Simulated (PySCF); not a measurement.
C3H7 (SMILES C[CH-]C), charge -1, singlet, geometry from GFN2-xTB; MP2/def2-SVP in PySCF.

The PySCF input:
```python
from pyscf import gto, scf, mp

mol = gto.M(
    atom='''
C    -0.107805    0.000543    0.680041
C    -0.021906    1.233441   -0.218470
C    -0.006462   -1.234393   -0.214053
H     0.843090    0.007604    1.300384
H     0.012964    2.153589    0.381103
H     0.039908   -2.151880    0.388809
H     0.857628    1.285900   -0.921854
H    -0.913313    1.303024   -0.860491
H    -0.896914   -1.317425   -0.855800
H     0.873675   -1.278357   -0.917264
''',
    basis='def2-svp',
    charge=-1,
    spin=0,
    verbose=4,
)

mf = scf.RHF(mol)
mf.kernel()

pt = mp.MP2(mf, frozen=3)
pt.kernel()
print('E(MP2) = %.10f' % pt.e_tot)
```

It wrote (shortened):

```
PySCF version 2.14.0

[INPUT] verbose = 4
[INPUT] num. atoms = 10
[INPUT] num. electrons = 26
[INPUT] charge = -1
[INPUT] spin (= nelec alpha-beta = 2S) = 0
[INPUT] symmetry False subgroup None
[INPUT] Mole.unit = angstrom
[INPUT] Symbol           X                Y                Z      unit          X                Y                Z       unit  Magmom
[INPUT]  1 C     -0.107805000000   0.000543000000   0.680041000000 AA   -0.203721924859   0.001026121286   1.285091243475 Bohr   0.0
[INPUT]  2 C     -0.021906000000   1.233441000000  -0.218470000000 AA   -0.041396340485   2.330865680810  -0.412848466434 Bohr   0.0
[INPUT]  3 C     -0.006462000000  -1.234393000000  -0.214053000000 AA   -0.012211410217  -2.332664700080  -0.404501546142 Bohr   0.0
[INPUT]  4 H      0.843090000000   0.007604000000   1.300384000000 AA    1.593209198360   0.014369477451   2.457369616766 Bohr   0.0
[INPUT]  5 H      0.012964000000   2.153589000000   0.381103000000 AA    0.024498409479   4.069693394876   0.720180295250 Bohr   0.0
[INPUT]  6 H      0.039908000000  -2.151880000000   0.388809000000 AA    0.075415190179  -4.066463852929   0.734742524766 Bohr   0.0
[INPUT]  7 H      0.857628000000   1.285900000000  -0.921854000000 AA    1.620682036758   2.429998823578  -1.742051586835 Bohr   0.0
[INPUT]  8 H     -0.913313000000   1.303024000000  -0.860491000000 AA   -1.725911436005   2.462358493735  -1.626092322653 Bohr   0.0
[INPUT]  9 H     -0.896914000000  -1.317425000000  -0.855800000000 AA   -1.694921817288  -2.489572439655  -1.617227617403 Bohr   0.0
[INPUT] 10 H      0.873675000000  -1.278357000000  -0.917264000000 AA    1.651006471879  -2.415744619421  -1.733377743923 Bohr   0.0

nuclear repulsion = 75.089002798113
number of shells = 39
number of NR pGTOs = 121
number of NR cGTOs = 77
basis = def2-svp
ecp = {}

******** <class 'pyscf.scf.hf.RHF'> ********
method = RHF
initial guess = minao
damping factor = 0
level_shift factor = 0
DIIS = <class 'pyscf.scf.diis.CDIIS'>
diis_start_cycle = 1
diis_space = 8
diis_damp = 0
SCF conv_tol = 1e-09
SCF conv_tol_grad = None
SCF max_cycles = 50
direct_scf = True
direct_scf_tol = 1e-13
Set gradient conv threshold to 3.16228e-05
Initial guess from minao.
init E= -117.56914304736
  HOMO = -0.138255241087186  LUMO = 0.12601789689242  gap/eV = 7.19124
cycle= 1 E= -117.416348410182  delta_E= 0.153  |g|= 0.399  |ddm|= 2.87
  HOMO = 0.0627727068437283  LUMO = 0.364315482213596  gap/eV = 8.20540
cycle= 2 E= -117.459882986643  delta_E= -0.0435  |g|= 0.177  |ddm|= 0.933
  HOMO = -0.0177029680887415  LUMO = 0.360893635728428  gap/eV = 10.30214
cycle= 3 E= -117.468867701615  delta_E= -0.00898  |g|= 0.0446  |ddm|= 0.373
  HOMO = -0.0118307371976201  LUMO = 0.362808983625061  gap/eV = 10.19447
cycle= 4 E= -117.469687652729  delta_E= -0.00082  |g|= 0.00639  |ddm|= 0.0953
  HOMO = -0.011601205202258  LUMO = 0.362478523224011  gap/eV = 10.17923
cycle= 5 E= -117.469723920621  delta_E= -3.63e-05  |g|= 0.00231  |ddm|= 0.0527
  HOMO = -0.0116580859772415  LUMO = 0.362655281909777  gap/eV = 10.18559
cycle= 6 E= -117.469728796333  delta_E= -4.88e-06  |g|= 0.000856  |ddm|= 0.02
  HOMO = -0.01177692991882  LUMO = 0.362632677949207  gap/eV = 10.18820
cycle= 7 E= -117.46972966956  delta_E= -8.73e-07  |g|= 0.000227  |ddm|= 0.0107
  HOMO = -0.0117896257422077  LUMO = 0.362634931329719  gap/eV = 10.18861
cycle= 8 E= -117.469729739815  delta_E= -7.03e-08  |g|= 6.74e-05  |ddm|= 0.00249
  HOMO = -0.0117902874561042  LUMO = 0.362637076531069  gap/eV = 10.18869
cycle= 9 E= -117.469729746423  delta_E= -6.61e-09  |g|= 2.14e-05  |ddm|= 0.000586
  HOMO = -0.0117895318764849  LUMO = 0.362638201007222  gap/eV = 10.18870
cycle= 10 E= -117.469729747159  delta_E= -7.36e-10  |g|= 4.38e-06  |ddm|= 0.000239
  HOMO = -0.0117896625230247  LUMO = 0.362638177366763  gap/eV = 10.18870
Extra cycle  E= -117.469729747178  delta_E= -1.91e-11  |g|= 2.1e-06  |ddm|= 2.37e-05
converged SCF energy = -117.469729747178

******** <class 'pyscf.mp.mp2.RMP2'> ********
nocc = 10, nmo = 74
frozen orbitals 3
E(RMP2) = -117.920740173181  E_corr = -0.451010426002879
E(SCS-RMP2) = -117.924752396925  E_corr = -0.455022649747229
E_corr(same-spin) = -0.0994498401417992
E_corr(oppo-spin) = -0.35156058586108
E(MP2) = -117.9207401732
```
